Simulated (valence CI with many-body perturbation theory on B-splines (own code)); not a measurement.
Results of a calculation; reference values are marked as such.
**Level structure of Fe3+**

Method: valence CI with perturbative core correlation (CI+MBPT): five valence electrons over a frozen Dirac-Fock core [Ar], a basis of 7 s, 7 p, 8 d, 6 f, 4 g, 1 h functions for each j, with the one-electron correlation potential Σ1, the two-electron term Σ2, the three-electron term Σ3, Breit, model QED; selected CI, second order for the rest (own B-spline code, finite nucleus).

Set against measurement, 54 paired levels are off by 4258 cm⁻¹ on average, the worst by 7832. These come from a selection out of Corliss and Sugar, J. Phys. Chem. Ref. Data 11, 135 (1982). Levels without a partner in it may be off by more, other configurations by 1,000 to 8,000 cm⁻¹. Among the levels kept, up to 2000 cm⁻¹ of a level comes from second order outside the variational space, and about a tenth of that is noise between levels of different J, which matters for small intervals.

Levels 181 to 222 of 222, with energies above the lowest level, 3d⁵ ⁶S_5/2. "Leading %" is the weight of the configuration and term that name the level; weights of strongly mixed levels are sums over their largest components and can fall short. In the jj column 3d3/2^4 stands for four electrons in 3d with j = 3/2.

```
No.  Configuration  Term     J  E (cm⁻¹)  Leading %                    Leading jj  Second component
181          3d⁴4p   ²F°   5/2    215318         75  3d3/2^2 3d5/2^2 4p3/2 (41 %)    20 % 3d⁴4p ⁴G°
182          3d⁴4p   ²G°   9/2    215336         71  3d3/2^2 3d5/2^2 4p3/2 (27 %)    12 % 3d⁴4p ⁴G°
183          3d⁴4p   ⁴G°   5/2    215732         71    3d3/2 3d5/2^3 4p3/2 (33 %)    18 % 3d⁴4p ²F°
184          3d⁴4p   ⁴G°   7/2    215828         52  3d3/2^2 3d5/2^2 4p3/2 (42 %)    38 % 3d⁴4p ²F°
185          3d⁴4p   ²F°   7/2    215938         52    3d3/2 3d5/2^3 4p3/2 (23 %)    28 % 3d⁴4p ⁴G°
186          3d⁴4p   ⁴G°   9/2    216191         70  3d3/2^2 3d5/2^2 4p3/2 (32 %)     8 % 3d⁴4p ²G°
187          3d⁴4p   ⁴G°  11/2    216451         76    3d3/2 3d5/2^3 4p3/2 (62 %)    16 % 3d⁴4p ²H°
188          3d⁴4s    ²D   5/2    216607         97     3d3/2^2 3d5/2^2 4s (61 %)                  
189          3d⁴4s    ²D   3/2    216615         97     3d3/2^2 3d5/2^2 4s (61 %)                  
190          3d⁴4p   ²I°  13/2    218901         73    3d3/2 3d5/2^3 4p1/2 (45 %)    24 % 3d⁴4p ²K°
191          3d⁴4p   ²I°  11/2    219046         94  3d3/2^2 3d5/2^2 4p3/2 (26 %)                  
192          3d⁴4p   ²G°   7/2    219060         91  3d3/2^2 3d5/2^2 4p3/2 (27 %)     4 % 3d⁴4p ²F°
193          3d⁴4p   ²G°   9/2    219164         94  3d3/2^2 3d5/2^2 4p3/2 (36 %)                  
194          3d⁴4p   ⁴D°   1/2    219480         91    3d3/2 3d5/2^3 4p1/2 (34 %)                  
195          3d⁴4p   ⁴D°   3/2    219506         86  3d3/2^2 3d5/2^2 4p1/2 (22 %)                  
196          3d⁴4p   ⁴D°   5/2    219586         77    3d3/2 3d5/2^3 4p1/2 (31 %)    13 % 3d⁴4p ⁴P°
197          3d⁴4p   ⁴D°   7/2    219850         87    3d3/2 3d5/2^3 4p3/2 (27 %)     5 % 3d⁴4p ⁴F°
198          3d⁴4p   ²K°  13/2    220080         73  3d3/2^2 3d5/2^2 4p3/2 (45 %)    24 % 3d⁴4p ²I°
199          3d⁴4p   ²F°   7/2    220382         90  3d3/2^2 3d5/2^2 4p1/2 (26 %)                  
200          3d⁴4p   ⁴P°   5/2    220447         81  3d3/2^2 3d5/2^2 4p3/2 (28 %)    10 % 3d⁴4p ⁴D°
201          3d⁴4p   ²H°   9/2    220488         93          3d5/2^4 4p1/2 (23 %)                  
202          3d⁴4p   ²K°  15/2    220739         97  3d3/2^2 3d5/2^2 4p3/2 (54 %)                  
203          3d⁴4p   ²H°  11/2    220909         96  3d3/2^2 3d5/2^2 4p3/2 (49 %)                  
204          3d⁴4p   ⁴P°   3/2    221064         79  3d3/2^2 3d5/2^2 4p3/2 (31 %)    15 % 3d⁴4p ⁴F°
205          3d⁴4p   ²F°   5/2    221280         95          3d5/2^4 4p3/2 (29 %)                  
206          3d⁴4p   ⁴F°   3/2    221284         78    3d3/2 3d5/2^3 4p3/2 (25 %)    12 % 3d⁴4p ⁴P°
207          3d⁴4p   ⁴P°   1/2    221472         95    3d3/2 3d5/2^3 4p3/2 (51 %)                  
208          3d⁴4p   ⁴F°   5/2    221490         87  3d3/2^2 3d5/2^2 4p3/2 (29 %)     7 % 3d⁴4p ⁴D°
209          3d⁴4p   ⁴F°   7/2    221704         88  3d3/2^2 3d5/2^2 4p3/2 (27 %)     6 % 3d⁴4p ⁴D°
210          3d⁴4p   ⁴F°   9/2    221891         97    3d3/2 3d5/2^3 4p3/2 (47 %)                  
211          3d⁴4p   ²P°   1/2    221968         92    3d3/2 3d5/2^3 4p1/2 (30 %)                  
212          3d⁴4p   ²P°   3/2    222306         93    3d3/2 3d5/2^3 4p3/2 (42 %)                  
213          3d⁴4p   ²G°   7/2    223390         93  3d3/2^2 3d5/2^2 4p3/2 (35 %)                  
214          3d⁴4p   ²G°   9/2    223630         95    3d3/2 3d5/2^3 4p3/2 (26 %)                  
215          3d⁴4p   ²H°  11/2    224124         95    3d3/2 3d5/2^3 4p3/2 (29 %)                  
216          3d⁴4p   ²H°   9/2    224567         96  3d3/2^2 3d5/2^2 4p3/2 (50 %)                  
217          3d⁴4p   ²F°   7/2    225766         94    3d3/2 3d5/2^3 4p3/2 (27 %)                  
218          3d⁴4p   ²F°   5/2    226075         96  3d3/2^2 3d5/2^2 4p3/2 (36 %)                  
219          3d⁴4p   ²P°   3/2    226360         67    3d3/2 3d5/2^3 4p3/2 (30 %)    15 % 3d⁴4p ²D°
220          3d⁴4p   ²P°   1/2    226440         96    3d3/2 3d5/2^3 4p1/2 (29 %)                  
221          3d⁴4p   ²D°   5/2    226639         95    3d3/2 3d5/2^3 4p3/2 (31 %)                  
222          3d⁴4p   ²D°   3/2    227177         72  3d3/2^2 3d5/2^2 4p3/2 (27 %)    21 % 3d⁴4p ²P°
```

Names give the largest LS component (configuration and term), which can be under half, so a name can repeat, a term be missing and a line seem to break the LS rules; names also repeat where a configuration has a term twice.

Where two levels of one J and parity lie close, their mixing, g and order are uncertain.
